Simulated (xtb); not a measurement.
H$_{12}$MnO$_{6}$ (SMILES [OH2]->[Mn+2](<-[OH2])(<-[OH2])(<-[OH2])(<-[OH2])<-[OH2]), charge +2, sextet, at a GFN2-xTB geometry (such geometries of metal compounds can be far from the true shape). Base run: GFN2-xTB in xtb 6.7.1.

Input for xtb:
```
$ xtb mol.xyz --gfn 2 --chrg 2 --uhf 5 --json

# file mol.xyz
19

Mn    -0.00063942     0.00020933     0.00001784
O     -0.82550013     1.89228342    -1.07802357
H     -1.63758451     1.95817530    -1.59398725
H     -0.43216225     2.77281080    -1.08098040
O      1.82393510     1.16911336     0.84561490
H      1.87320341     1.64034769     1.68558344
H      2.67593419     1.29945647     0.41299253
O      1.20817102    -0.47524321    -1.92953272
H      1.77470768    -1.24085005    -2.08097995
H      1.22506864     0.03828599    -2.74564457
O     -1.16899651     0.58686199     1.92700856
H     -1.73161816     1.36017882     2.05142413
H     -1.20228042     0.09339134     2.75491605
O     -1.83661873    -1.22494394    -0.74206859
H     -1.91193093    -1.70521728    -1.57496564
H     -2.68021292    -1.33794237    -0.28861353
O      0.80633101    -1.95046856     0.97679709
H      0.39238237    -2.82137762     0.96264610
H      1.61190443    -2.04331680     1.49879762
```

Each row names what was changed in the base input (with any setting that the change needs).

```json
[
 {"change": "base", "ΔE vs base (kcal/mol)": "0.000", "SCF cycles": "8"},
 {"change": "acc = 0.0001", "ΔE vs base (kcal/mol)": "0.000", "SCF cycles": "16"},
 {"change": "etemp = 1000", "ΔE vs base (kcal/mol)": "0.000", "SCF cycles": "9"},
 {"change": "file = coord", "ΔE vs base (kcal/mol)": "0.000", "SCF cycles": "8"},
 {"change": "gbsa = toluene", "ΔE vs base (kcal/mol)": "-144.1", "SCF cycles": "9"},
 {"change": "acc = 1000", "ΔE vs base (kcal/mol)": "0.000", "SCF cycles": "5"},
 {"change": "acc = 30", "ΔE vs base (kcal/mol)": "0.000", "SCF cycles": "7"}
]
```

ALPB and GBSA are two models with their own fitted parameters for each solvent, which aren't always the measured dielectric constant.
